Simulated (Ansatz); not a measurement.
Start from `C[Si](C)(C)F` and change one atom or group to get `C[Si](C)(F)C#N`.

Ansatz, PBE0-D4/def2-TZVP geometries, multiplicity 1. 

```tsv
property	`C[Si](C)(C)F`
HOMO energy (PBE/def2-TZVPP) / eV	-7.20
size of the dipole moment (ωB97M-V/def2-TZVPP) / D	1.77
size of the dipole moment (B3LYP/def2-TZVPP) / D	1.78
LUMO energy (B3LYP/def2-TZVPP) / eV	0.58
size of the dipole moment (PBE/def2-TZVPP) / D	1.73
HOMO–LUMO gap (B3LYP/def2-TZVPP) / eV	8.95
```

**Question.** Give the same properties after the change, and the shifts. (An estimate is asked.)

**Answer.** Computed: 
```csv
property,`C[Si](C)(F)C#N`,shift
HOMO energy (PBE/def2-TZVPP) / eV,-8.01,-0.81
size of the dipole moment (ωB97M-V/def2-TZVPP) / D,4.15,2.38
size of the dipole moment (B3LYP/def2-TZVPP) / D,4.15,2.37
LUMO energy (B3LYP/def2-TZVPP) / eV,-0.81,-1.39
size of the dipole moment (PBE/def2-TZVPP) / D,4.10,2.37
HOMO–LUMO gap (B3LYP/def2-TZVPP) / eV,8.34,-0.61
```

With PBE0 the HOMO falls by 0.80 eV and the LUMO falls by 1.50 eV, so the gap narrows by about 0.70 eV. PBE moves the HOMO by -0.81 eV and ωB97M-V by -0.78 eV. The zero-point energy changes by -73.1 kJ/mol with -6 modes. Dipoles are sizes alone; their direction can turn.

B3LYP here is the variant with VWN-RPA as its local correlation; programs differ in this.
